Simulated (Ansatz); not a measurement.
**A geometry optimisation of FH4InOSi with B3LYP-D3(BJ)/def2-SVP**

The starting geometry of this gas-phase singlet was optimised with GFN2-xTB.

| atom | x (Å) | y (Å) | z (Å) |
| --- | --- | --- | --- |
| F | 1.2034 | -1.2259 | -1.2938 |
| In | -0.9471 | 0.1205 | -1.4495 |
| O | -0.3909 | -0.3688 | 0.4838 |
| Si | 0.9516 | -1.1977 | 0.3956 |
| H | 2.1403 | -0.5002 | 0.8538 |
| H | 0.8234 | -2.6132 | 0.6938 |
| H | -2.0531 | -0.9669 | -2.1170 |
| H | -0.4219 | 1.6540 | -1.9220 |

Where would you expect an optimisation with B3LYP-D3(BJ)/def2-SVP to take it?

It keeps its bonds.

The energy falls by 0.12 eV over 7 steps:

```csv
step,E − E(last) (eV)
1,0.124
2,0.017
3,0.004
4,0.001
5,0.000
6,0.000
7,0.000
```

Final geometry (Å):

```xyz
8

F     1.2303   -1.2436   -1.3123
In   -1.0118    0.1647   -1.4936
O    -0.4027   -0.3585    0.4356
Si    0.9736   -1.2085    0.3529
H     2.1731   -0.5513    0.9337
H     0.8805   -2.6292    0.7782
H    -2.1122   -0.9921   -2.1262
H    -0.4249    1.7203   -1.9234
```

Frequencies at the end are all real (lowest 75 cm⁻¹). Atoms past krypton carry core potentials, without spin–orbit terms. Run with Ansatz 0.2.0, 35 s on 1 thread of Intel(R) Xeon(R) Platinum 8259CL CPU @ 2.50GHz (Skylake/Cascade Lake) (shared host).
